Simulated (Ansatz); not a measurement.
Al(OH)3 (AlO3H3). The state is a singlet with charge 0. Geometry PBE-D4/def2-TZVP; atoms count from 1.

| atom | x (Å) | y (Å) | z (Å) |
| --- | --- | --- | --- |
| Al1 | 0.000 | 0.000 | 0.000 |
| O2 | -0.829 | 1.266 | -0.791 |
| H3 | -1.790 | 1.233 | -0.891 |
| O4 | 1.698 | 0.067 | 0.171 |
| H5 | 2.194 | 0.820 | -0.178 |
| O6 | -0.869 | -1.333 | 0.620 |
| H7 | -0.404 | -2.053 | 1.069 |

Q: Estimate the Mulliken populations from the PBE0/def2-TZVP orbitals of Ansatz.

A: 
| atom | charge (e) |
| --- | --- |
| Al1 | 0.71 |
| O2 | -0.56 |
| H3 | 0.32 |
| O4 | -0.56 |
| H5 | 0.32 |
| O6 | -0.56 |
| H7 | 0.32 |
Mulliken values and Mayer orders depend strongly on the basis.

Q: And the Mayer bond orders between bonded heavy atoms (over 0.3)?

A: Al1–O2 1.20 (1.71 Å); Al1–O4 1.20 (1.71 Å); Al1–O6 1.20 (1.71 Å).
